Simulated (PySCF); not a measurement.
Level of theory: PySCF with B3LYP-D3(BJ)/def2-TZVP. All species are isolated molecules in the gas phase. B3LYP has the VWN-RPA correlation part, as in Gaussian. Excitations are Tamm–Dancoff values on a coarser integration grid. The basis has no diffuse functions, so Rydberg states are missing or too high.

Reference species (SMILES): `[F][Al]([I])[I]` (neutral, multiplicity 1).

```json
{
  "LUMO": "-2.03 eV",
  "dipole_moment": "0.99 D",
  "S1 excitation (TDA)": "4.78 eV"
}
```

Changed species: `[F][Al]([F])[I]` (1 of 3 F replaced by I; the reference has 2 of 3 F replaced by I).

Q: Give the shifts of the LUMO, dipole moment and S1 excitation (TDA).

A: the LUMO rises by 0.11 eV, to -1.92 eV; the dipole moment increases by 0.15 D, to 1.14 D; the S1 excitation (TDA) rises by 0.40 eV, to 5.18 eV.
